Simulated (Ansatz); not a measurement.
Cartesian coordinates (Å):
SMILES: C=CCN
```xyz
11

C      1.4788    -0.0849     0.4431
C      0.6775    -0.2874    -0.5927
C     -0.8068    -0.0690    -0.6110
N     -1.4383     0.4046     0.6003
H      2.5447    -0.2663     0.3776
H      1.0995     0.2700     1.3960
H      1.1029    -0.6442    -1.5296
H     -1.2910    -1.0077    -0.9080
H     -1.0433     0.6330    -1.4203
H     -1.0459     1.2948     0.8822
H     -1.2780    -0.2430     1.3624
```
Charge 0, spin multiplicity 1.

The numbers are results of frozen-core CCSD(T)/cc-pVTZ // PBE0-D4/def2-TZVP in Ansatz (a first-principles code), not measurements.

```json
{
  "HF energy": "-172.15995 Ha",
  "MP2 correlation energy": "-0.71872 Ha"
}
```

### Question
Estimate the CCSD correlation energy, the (T) correction, the total energy and the T1 diagnostic.

### Answer

CCSD correlation energy: -0.75569 Ha
(T) correction: -0.03153 Ha
CCSD(T) total energy: -172.94716 Ha
T1 diagnostic: 0.010
